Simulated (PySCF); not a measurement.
## ²⁹Si chemical shifts

- geometry: GFN2-xTB
- NMR shieldings at PBE0/pcSseg-1/GIAO
- code: PySCF 2.14
- one averaged value for each set of equivalent atoms, in vacuum, no relativistic terms, one conformer

Shieldings were converted by a linear fit to measured shifts: ²⁹Si: δ = 279.94 − 0.822σ (rms 8.9 ppm, 72 shifts, 25.8 ppm with the 6 outliers that the fit left out vs TMS, solution or neat liquid). A few per cent of atoms miss by over 2 rms, more outside the fitted compound classes.

(1) Give the ²⁹Si shifts of `C/N=C/C1(N[SiH2]S)CC1`, `FC(F)(F)[Si@@H]1CCCN1`, `C#C[Si@@](C)(O)P`, `FC[Si@@H]1C[C@@H](C(F)F)N1`, `C[SiH2][C@@H](C)O[SiH3]`.

(2) Order these by ²⁹Si shift, lowest first.
A. Cl[SiH]1OCCCO1
B. FC(F)(F)[Si@@H]1CCCN1
C. C[Si@@H](Cl)CC#N

Answers

(1) 
```json
{"compound": "C/N=C/C1(N[SiH2]S)CC1", "environment": "silicon bonded to N, S, 2 H", "δ (ppm)": "-38.4"}
{"compound": "FC(F)(F)[Si@@H]1CCCN1", "environment": "silicon bonded to 2 C, N, H, in a 5-membered ring", "δ (ppm)": "-21.9"}
{"compound": "C#C[Si@@](C)(O)P", "environment": "silicon bonded to 2 C, O, P", "δ (ppm)": "-14.9"}
{"compound": "FC[Si@@H]1C[C@@H](C(F)F)N1", "environment": "silicon bonded to 2 C, N, H, in a 4-membered ring", "δ (ppm)": "3.3"}
{"compound": "[CH3:1][SiH2:2][C@@H:3]([CH3:4])[O:5][SiH3:6]", "environment": "Si2: silicon bonded to 2 C, 2 H", "δ (ppm)": "-36.2"}
{"compound": "[CH3:1][SiH2:2][C@@H:3]([CH3:4])[O:5][SiH3:6]", "environment": "Si6: silicon bonded to O, 3 H", "δ (ppm)": "-42.2"}
```

(2) A (-39.7 ppm, silicon bonded to Cl, 2 O, H, in a 6-membered ring), B (-21.9 ppm, silicon bonded to 2 C, N, H, in a 5-membered ring), C (-1.1 ppm, silicon bonded to 2 C, Cl, H).
